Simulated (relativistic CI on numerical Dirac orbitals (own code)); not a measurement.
Crystal-field levels of Nb²⁺, 4d3

Calculated by Dirac-Coulomb-Breit CI, separate exchange-only KLI orbitals for each configuration, model QED (radiative potential, 1s self-energy scaled to tabulated hydrogen-like ionisation energies), valence Slater integrals scaled by 0.9, one configuration in a parametric crystal field (own radial code). With so little scaling, terms lie 10 to 35 % too far apart, which can change the order of excited levels.

Field parameters in Wybourne normalisation: Oh B⁴₀ = 21Dq, B⁴₄ = √(5/14) B⁴₀. The field is a parameter set, without covalency.

S and J are read from ⟨S²⟩ = S(S + 1) and ⟨J²⟩ = J(J + 1) of each level; they are not fictitious spins.

Oh, 10Dq = 4700 cm⁻¹, the lowest 10 levels:

| E (cm⁻¹) | Degeneracy | Irrep | S | J |
| --- | --- | --- | --- | --- |
| 0.0 | 4 | Γ8 | 1.50 | 3.23 |
| 4571 | 2 | Γ7 | 1.50 | 3.09 |
| 4664 | 4 | Γ8 | 1.49 | 3.24 |
| 4790 | 4 | Γ8 | 1.50 | 3.46 |
| 4899 | 2 | Γ6 | 1.50 | 3.63 |
| 7732 | 2 | Γ7 | 1.50 | 2.96 |
| 7839 | 4 | Γ8 | 1.49 | 3.33 |
| 8286 | 4 | Γ8 | 1.49 | 3.91 |
| 8563 | 2 | Γ6 | 1.49 | 4.19 |
| 11581 | 4 | Γ8 | 0.51 | 3.86 |

Oh, 10Dq = 8500 cm⁻¹, the lowest 10 levels:

```json
{"E (cm⁻¹)": "0.0", "Degeneracy": "4", "Irrep": "Γ8", "S": "1.50", "J": "3.35"}
{"E (cm⁻¹)": "8339", "Degeneracy": "2", "Irrep": "Γ7", "S": "1.50", "J": "3.13"}
{"E (cm⁻¹)": "8417", "Degeneracy": "4", "Irrep": "Γ8", "S": "1.49", "J": "3.34"}
{"E (cm⁻¹)": "8542", "Degeneracy": "4", "Irrep": "Γ8", "S": "1.49", "J": "3.52"}
{"E (cm⁻¹)": "8649", "Degeneracy": "2", "Irrep": "Γ6", "S": "1.49", "J": "3.65"}
{"E (cm⁻¹)": "11892", "Degeneracy": "4", "Irrep": "Γ8", "S": "0.55", "J": "3.82"}
{"E (cm⁻¹)": "12248", "Degeneracy": "4", "Irrep": "Γ8", "S": "0.67", "J": "4.18"}
{"E (cm⁻¹)": "12572", "Degeneracy": "2", "Irrep": "Γ6", "S": "0.58", "J": "3.71"}
{"E (cm⁻¹)": "13213", "Degeneracy": "2", "Irrep": "Γ7", "S": "1.49", "J": "2.87"}
{"E (cm⁻¹)": "13321", "Degeneracy": "4", "Irrep": "Γ8", "S": "1.48", "J": "3.11"}
```

Oh, 10Dq = 12250 cm⁻¹, the lowest 16 levels:

```tsv
E (cm⁻¹)	Degeneracy	Irrep	S	J
0.0	4	Γ8	1.50	3.40
11570	4	Γ8	0.97	3.79
12075	2	Γ7	1.50	3.14
12170	4	Γ8	1.39	3.58
12195	2	Γ6	1.27	3.69
12450	4	Γ8	0.83	3.77
12897	4	Γ8	1.09	3.89
12951	2	Γ6	0.87	3.68
17503	2	Γ7	1.10	3.33
17559	4	Γ8	0.90	3.40
18245	4	Γ8	1.40	3.18
18299	2	Γ6	1.49	3.23
18357	4	Γ8	1.34	3.17
18566	2	Γ7	1.07	3.44
22379	2	Γ6	0.53	4.12
24156	2	Γ7	0.50	4.34
```

The free-ion ground term has S = 3/2. Every field shown keeps that spin.

Levels of this model without a field, named by their leading LS term: 4F_3/2 0, 4F_5/2 446, 4F_7/2 1034, 4F_9/2 1733, 4P_1/2 10016, 4P_3/2 10125, 2G_7/2 10705, 4P_5/2 10757 cm⁻¹.
